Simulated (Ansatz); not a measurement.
**A geometry optimisation of AlBrF2GeH2 with PBE0-D3(BJ)/def2-SVP**

The starting geometry of this gas-phase singlet was optimised with GFN2-xTB.

```yaml
atoms:
  - { symbol: Al, position_ang: [-1.0779, -0.3473, -0.2796] }
  - { symbol: Br, position_ang: [-1.2689, 0.5522, 1.7523] }
  - { symbol: F, position_ang: [-0.6134, -2.0533, -0.1999] }
  - { symbol: F, position_ang: [-2.1807, -0.3036, -1.4994] }
  - { symbol: Ge, position_ang: [1.3371, -1.7142, -0.9828] }
  - { symbol: H, position_ang: [0.3552, 0.0873, -0.9666] }
  - { symbol: H, position_ang: [1.7108, -1.2767, 0.5386] }
```

Q: Predict what it relaxes into with PBE0-D3(BJ)/def2-SVP.

A: A new bond forms, giving a structure with F3 bridging Ge5 and Al1, H6 bridging Ge5 and Al1, given below by its coordinates. Contacts that close: Ge5–H6 (2.05 → 1.75 Å).

The energy falls by 0.29 eV over 10 steps:

| step | E − E(last) (eV) |
| --- | --- |
| 1 | 0.286 |
| 2 | 0.065 |
| 3 | 0.010 |
| 4 | 0.004 |
| 5 | 0.001 |
| 6 | 0.001 |
| 7 | 0.000 |
| 8 | 0.000 |
| 9 | 0.000 |
| 10 | 0.000 |

Final geometry (Å):

```xyz
7

Al   -1.1011   -0.4139   -0.2661
Br   -1.3073    0.5634    1.7312
F    -0.5751   -2.0952   -0.2258
F    -2.2364   -0.1788   -1.4523
Ge    1.3142   -1.6151   -0.9522
H     0.4485   -0.0908   -1.0107
H     1.7195   -1.2252    0.5383
```

Frequencies at the end are all real (lowest 58 cm⁻¹). Run with Ansatz 0.2.0, 39 s on 2 threads of Intel(R) Xeon(R) Platinum 8259CL CPU @ 2.50GHz (Skylake/Cascade Lake) (shared host).
